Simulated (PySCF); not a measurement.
Constitutional and geometric isomers with formula C3H4O. Isolated molecules, 0 K electronic values unless said otherwise. One relaxed conformer stands for each flexible species; it need not be the lowest. Strings in code marks are SMILES.

Quantity: vertical ionisation energy (energy after one electron is removed minus that of the parent at the parent's geometry), in eV.

Case: `C#COC`. Geometry of `O(C#C)C` (neutral, multiplicity 1, Å):

```xyz
8

C      2.0155     0.5814     0.0221
C      1.0456    -0.1177    -0.1763
O      0.0313    -0.9014    -0.4005
C     -1.2644    -0.2887    -0.1645
H      2.8795     1.1864     0.1925
H     -1.3438     0.0228     0.8864
H     -1.3934     0.5781    -0.8277
H     -2.0042    -1.0624    -0.3938
```

Give the vertical ionisation energy (energy after one electron is removed minus that of the parent at the parent's geometry) at the level minus the HOMO energy of HF/STO-3G // PBE-D3(BJ)/def2-TZVP (PySCF).

7.62 eV.
